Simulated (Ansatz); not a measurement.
`C1C[SiH2]N1`, relaxed with RKS PBE0-D4/def2-TZVP in Ansatz 0.2.0 from a PBE-D4/def2-SVP geometry. The force threshold is 0.005 eV/Å; the program also tests the step.

The species carries charge 0 and has multiplicity 1.

Start:

```xyz
11

C    -0.907   -0.540   -0.362
C     0.454   -0.089   -0.988
Si    0.876    0.637    0.725
N    -0.684   -0.079    1.014
H    -1.777   -0.051   -0.863
H    -1.066   -1.643   -0.441
H     0.351    0.634   -1.820
H     1.090   -0.930   -1.326
H     0.998    2.142    0.836
H     2.056    0.069    1.481
H    -1.391   -0.150    1.744
```

(1) By how much does the energy fall, and how many steps does the optimiser take? (Best estimate.)

(2) Which bonds change most? (Estimate.)

(3) Give the relaxed structure. (Estimate.)

Results:

(1) The calculation gave: 1.30 kcal/mol, in 13 steps, 2 of them rejected.

(2) Ansatz gave: Si3–N4 from 1.740 to 1.715 Å; C2–Si3 from 1.908 to 1.883 Å; Si3–H10 from 1.513 to 1.492 Å; C1–H6 from 1.117 to 1.096 Å.

(3) Computed: 
```xyz
11

C    -0.898   -0.527   -0.363
C     0.463   -0.102   -0.981
Si    0.860    0.620    0.712
N    -0.632   -0.163    1.031
H    -1.731    0.034   -0.804
H    -1.109   -1.596   -0.490
H     0.376    0.590   -1.817
H     1.078   -0.949   -1.285
H     0.900    2.111    0.816
H     2.051    0.124    1.460
H    -1.360   -0.143    1.722
```
